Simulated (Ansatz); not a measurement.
Basis-set extrapolation for C₂H₆AlBO, SMILES `O[CH2][Al]1[BH][CH2]1` (PBE0-D4/def2-TZVP geometry, frozen core, Ansatz 0.2.0). Multiplicity 1, RHF reference.

```json
{"": "HF", "def2-TZVPP": "-420.670741", "def2-QZVPP": "-420.685870"}
{"": "MP2 correlation", "def2-TZVPP": "-0.765010", "def2-QZVPP": "-0.817671"}
{"": "CCSD(T) correlation", "def2-TZVPP": "-0.838205", "def2-QZVPP": "not run"}
```

Energies in hartree. Use E(X) = E(∞) + A·exp(−7.88·√X) for Hartree–Fock and E(X) = E(∞) + B·X^(−2.97) for correlation, with X = 3 and 4, and add CCSD(T) minus MP2 of the smaller set to the MP2 limit.

Task: What is the CCSD(T) energy at the basis-set limit?

Result: HF limit: -420.685870 + (-0.015129) × 0.13774 = -420.68795. MP2 limit: -0.817671 + (-0.052661) × 0.74074 = -0.85668. Higher-order term: -0.838205 − (-0.765010) = -0.07320. Total: -421.61783 hartree, 2.96 eV below CCSD(T)/def2-TZVPP.
